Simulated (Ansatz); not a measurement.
Relaxation of AlFH6N2 (10 atoms, charge 0, multiplicity 1), to a largest force component of 0.03 eV/Å in at most 50 steps.

Method: RKS PBE0-D4/6-31G* in Ansatz.

```xyz
10
Properties=species:S:1:pos:R:3
Al -0.154 0.655 -0.348
H -0.252 -0.155 2.290
F 1.275 -0.153 -0.562
N -1.643 -0.018 -1.020
H -1.710 -0.915 -1.479
H -2.550 0.422 -0.962
N -0.125 2.251 0.617
H -0.889 2.913 0.548
H 0.747 2.748 0.750
H -0.243 0.533 2.094
```

Problem. Where does it end, and by what steps?

Solution. It converged. The force dipped under the threshold on the way, but the program's further checks kept it going. After 18 steps the energy has fallen by 0.179 eV; H2 moved furthest, 0.90 Å.

```json
{"step": "0", "energy less start (eV)": "0.0000", "largest force component (eV/Å)": "1.492", "accepted": "yes"}
{"step": "1", "energy less start (eV)": "-0.1246", "largest force component (eV/Å)": "0.738", "accepted": "yes"}
{"step": "2", "energy less start (eV)": "-0.1517", "largest force component (eV/Å)": "0.379", "accepted": "yes"}
{"step": "3", "energy less start (eV)": "-0.1581", "largest force component (eV/Å)": "0.195", "accepted": "yes"}
{"step": "4", "energy less start (eV)": "-0.1622", "largest force component (eV/Å)": "0.171", "accepted": "yes"}
{"step": "5", "energy less start (eV)": "-0.1644", "largest force component (eV/Å)": "0.128", "accepted": "yes"}
{"step": "6", "energy less start (eV)": "-0.1662", "largest force component (eV/Å)": "0.405", "accepted": "yes"}
{"step": "7", "energy less start (eV)": "-0.1714", "largest force component (eV/Å)": "0.021", "accepted": "yes"}
{"step": "8", "energy less start (eV)": "-0.1734", "largest force component (eV/Å)": "0.139", "accepted": "yes"}
{"step": "9", "energy less start (eV)": "-0.1660", "largest force component (eV/Å)": "0.570", "accepted": "no"}
{"step": "10", "energy less start (eV)": "-0.1753", "largest force component (eV/Å)": "0.013", "accepted": "yes"}
{"step": "11", "energy less start (eV)": "-0.1765", "largest force component (eV/Å)": "0.072", "accepted": "yes"}
{"step": "12", "energy less start (eV)": "-0.1750", "largest force component (eV/Å)": "0.335", "accepted": "no"}
{"step": "13", "energy less start (eV)": "-0.1774", "largest force component (eV/Å)": "0.018", "accepted": "yes"}
{"step": "14", "energy less start (eV)": "-0.1781", "largest force component (eV/Å)": "0.054", "accepted": "yes"}
{"step": "15", "energy less start (eV)": "-0.1783", "largest force component (eV/Å)": "0.128", "accepted": "yes"}
{"step": "16", "energy less start (eV)": "-0.1787", "largest force component (eV/Å)": "0.062", "accepted": "yes"}
{"step": "17", "energy less start (eV)": "-0.1777", "largest force component (eV/Å)": "0.204", "accepted": "no"}
{"step": "18", "energy less start (eV)": "-0.1788", "largest force component (eV/Å)": "0.003", "accepted": "yes"}
```

```xyz
10
Properties=species:S:1:pos:R:3
Al -0.168 0.698 -0.599
H -0.188 0.091 3.150
F 1.260 -0.055 -0.970
N -1.672 0.033 -1.252
H -1.721 -0.812 -1.803
H -2.592 0.426 -1.121
N -0.115 2.137 0.433
H -0.918 2.661 0.749
H 0.738 2.551 0.779
H -0.168 0.552 2.563
```

Run time: 62 s on 1 thread of Arm Neoverse V1 (shared host), peak memory 0.15 GiB.
